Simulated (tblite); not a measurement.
Isomers of C5H5OS (doublet state). Calculated harmonic vibrations of the isolated species, GFN2-xTB (tblite), most abundant isotopes, no scaling. The method is semi-empirical: single wavenumbers can be off by several per cent or more. Modes of hydrogen on sulfur can be 10 to 20 % off. One conformer each. Open shells enter through the occupations alone, without spin polarisation, and single modes of such species can be off by tens of per cent.

Electronic energies: GFN2-xTB at the same geometries; isomer energies are rough at this level and their order can be wrong.

```tsv
SMILES	electronic energy, lowest = 0 (kcal/mol)
OCc1[c]ccs1	42.9
SCc1[c]cco1	40.6
O[CH]c1cccs1	0.0
```

Q: How do GFN2-xTB zero-point energies change the relative energies?

A: 
```csv
SMILES,ZPE (kcal/mol),of it from modes above 1550 cm⁻¹,electronic (kcal/mol),"with ZPE, lowest = 0 (kcal/mol)",lowest mode (cm⁻¹),rings
O[CH]c1cccs1,52.5,25.1,0.0,0.0,136,1
SCc1[c]cco1,51.4,23.4,40.6,39.5,47,1
OCc1[c]ccs1,52.6,24.7,42.9,43.0,27,1
```

The zero-point energies span 1.2 kcal/mol, from `SCc1[c]cco1` to `OCc1[c]ccs1`. The order is unchanged.

Q: What do entropy and thermal enthalpy add at 298.15 K and 1 bar (rigid rotor, harmonic oscillator, one conformer each)?

A: 
```csv
SMILES,point group,symmetry number,S (cal/(mol K)),H − H(0) (kcal/mol),ZPE + H − H(0) − TS (kcal/mol)
O[CH]c1cccs1,Cs,1,81.9,4.76,32.9
SCc1[c]cco1,C1,1,85.5,4.94,30.9
OCc1[c]ccs1,C1,1,86.3,5.00,31.9
```

S holds R ln(2S + 1) for the spin.
